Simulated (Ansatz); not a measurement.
Ansatz (a quantum-chemistry and plane-wave program) job for C2H5FOSi2, SMILES F[Si@@H]1C(C[SiH2]1)=O, CAM-B3LYP/def2-SVPD. Geometry optimised at B3LYP-D3(BJ)/def2-SVP. The structure was generated by enumeration; whether it is a known compound was not checked.

Ansatz 0.2 input:
```yaml
crystal:
  periodic: [false, false, false]
  atoms:
    - {symbol: O, position_ang: [-1.74551739, 1.66676526, -0.23773092]}
    - {symbol: C, position_ang: [-0.89261328, 0.82133304, -0.32203043]}
    - {symbol: C, position_ang: [0.12883585, 0.67337315, -1.46622842]}
    - {symbol: Si, position_ang: [1.63555629, 0.00436720, -0.46035513]}
    - {symbol: Si, position_ang: [-0.15167564, -0.43968146, 1.01166867]}
    - {symbol: F, position_ang: [-0.76917868, -1.94802606, 0.86683414]}
    - {symbol: H, position_ang: [-0.20871962, -0.17118351, -2.09902754]}
    - {symbol: H, position_ang: [0.20733852, 1.57220954, -2.09685857]}
    - {symbol: H, position_ang: [2.56178842, 1.08328761, -0.01664433]}
    - {symbol: H, position_ang: [2.37561244, -1.10152643, -1.12371234]}
    - {symbol: H, position_ang: [-0.24093724, -0.05851196, 2.44774646]}
basis:
  gaussian:
    orbitals: def2-SVPD
hamiltonian:
  xc: {name: CAM-B3LYP}
```

Log of the run:

```
WARN ansatz: RAYON_NUM_THREADS=2 ignored (pool sized by the plan → 2); use --threads N
Functional definition: CAM-B3LYP
integrals: 0.15 GiB planned
1502 factors; their error is unknown
integrals: 0.17 GiB planned
641 factors; integrals over basis functions are off by at most 2.2e-5 eV
mean field: 1.42 GiB planned
mean field evaluation 1: about -22656.4339 eV, gradient 5.8e1 eV
mean field evaluation 2: about -22649.2768 eV, gradient 8.7e1 eV
mean field evaluation 4: about -22662.9699 eV, gradient 4.5e0 eV
mean field evaluation 8: about -22663.0993 eV, gradient 2.6e-1 eV
mean field evaluation 16: about -22663.0995 eV, gradient 9.9e-5 eV
mean field -22663.09946520 eV, -832.8535437454 hartree, gradient 3.2e-5 eV, S^2 0.000000; 0 other end points of the search recorded, 0 dependent functions left out
reference -22663.09962208 eV, -832.8535495109 hartree; 31, 31 occupied and 143, 143 virtual orbitals, 1502 factors
Total energy: -22663.09962208 eV, -832.8535495109 hartree
```

The run converged.
